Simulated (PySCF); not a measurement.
Species: C₆H₁₂NP.
Z-matrix (Å and degrees, GFN2-xTB geometry), rows numbered from 1:
```
C 
N   1  1.4511
P   2  1.7107  1  122.90
C   3  1.8268  2  103.30  1    24.05
C   4  1.3284  3  115.59  2  -100.66
C   5  1.4936  4  125.57  3  -178.72
C   5  1.5029  4  116.39  3     0.74
C   7  1.5331  5  108.84  4     0.45
H   1  1.0882  2  108.96  3    44.09
H   1  1.0917  2  108.90  3   162.47
H   1  1.0957  2  113.43  3   -76.52
H   2  1.0129  1  111.42  3   136.20
H   4  1.0799  3  120.50  2    81.44
H   6  1.0871  5  111.10  4    -5.40
H   6  1.0901  5  110.39  4  -126.49
H   6  1.0903  5  109.95  4   114.90
H   7  1.0932  5  109.22  4  -120.58
H   7  1.0947  5  109.63  4   122.66
H   8  1.0911  3  107.87  2   -18.32
H   8  1.0913  3  108.16  2  -134.07
```

Computed at PBE0/pcSseg-1 (PySCF, non-relativistic), with Q(14N) = 0.02044 b: N2, 14N (I = 1): χzz = -5.330 MHz, η = 0.198.

(1) Where would the pure quadrupole (NQR) lines of 14N at N2 fall for the rigid, isolated species?

## Answers

(1) From ν± = (3/4)|χ|(1 ± η/3) and ν0 = |χ|η/2: ν+ 4.261 MHz, ν− 3.734 MHz, ν0 0.527 MHz (nitrogen bonded to C, P and H).

In a crystal, neighbours and librations shift these lines. GFN2-xTB bond lengths can be off by several hundredths of an ångström, more for odd bonds, and the gradients follow them. The basis is small and wasn't made for field gradients, so the couplings can be 20 % off.

One conformer stands for the species.
